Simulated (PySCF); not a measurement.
# Electronic absorption of C4H8BNS

Compound: C4H8BNS.
Geometry (GFN2-xTB, Å), atoms numbered from 1 in this order:
```xyz
15
C4H8BNS angstrom
C      2.4667    1.3588    0.5500
C      1.4007    0.4107    0.3146
C      0.5242   -0.3940    0.1167
B     -0.6130   -1.3544   -0.1536
N     -0.3892   -2.7251   -0.2448
S     -2.3158   -0.7584   -0.3978
C     -2.1868    1.0420   -0.1252
H      2.0614    2.2924    0.9411
H      3.1776    0.9523    1.2694
H      2.9906    1.5646   -0.3840
H     -1.1227   -3.3868   -0.4317
H      0.5160   -3.1477   -0.1380
H     -2.7973    1.5334   -0.8763
H     -2.5665    1.2712    0.8666
H     -1.1503    1.3491   -0.2138
```

The calculation used TDDFT PBE0/def2-SVPD, vertical, gas phase, core orbitals frozen in the response in PySCF 2.14.0, density-fitted response routines.

```
state  E (eV)  λ (nm)       f  main configurations (H = HOMO, L = LUMO)
   S1    5.30   234.1   0.119                                 H→L (94%)
   S2    5.44   227.9  0.0037                   H-1→L (86%), H-2→L (8%)
   S3    5.63   220.3  0.0006                  H→L+1 (65%), H→L+2 (29%)
   S4    5.99   207.1  0.0039     H→L+2 (56%), H→L+1 (29%), H→L+3 (12%)
   S5    6.03   205.6   0.072                 H-2→L (66%), H-1→L+1 (9%)
   S6    6.38   194.3  0.0055   H→L+3 (55%), H-2→L+1 (12%), H→L+4 (11%)
```

Triplets (Tamm–Dancoff): T1 4.49 eV, H→L (89%); T2 4.69 eV, H-2→L (74%).

The lowest singlet lies at 5.30 eV (234 nm, ultraviolet) and is of moderate strength; its leading configuration is HOMO→LUMO (94%). The lowest level is also the most intense of those listed (f = 0.119). Löwdin shares by element: HOMO sulfur 62%, nitrogen 12%, carbon 9% or more, boron 9%; LUMO carbon 39% or more, boron 24%, nitrogen 12% (atoms not listed hold the other 25%). The oscillator strengths of these states sum to 0.205; summed over the whole spectrum of an exact calculation they would give the number of electrons, 60 (Thomas–Reiche–Kuhn). Weighted by f, the mean energy of these states is 5.60 eV. The listed states span 1.08 eV. The window holds the lowest 6 singlets.

The run took 49 s wall on Arm Neoverse N1, one thread, shared host with 64 logical CPUs at a one-minute load of 49, and the process peaked at 0.86 GiB of memory.

One conformer stands for the species.
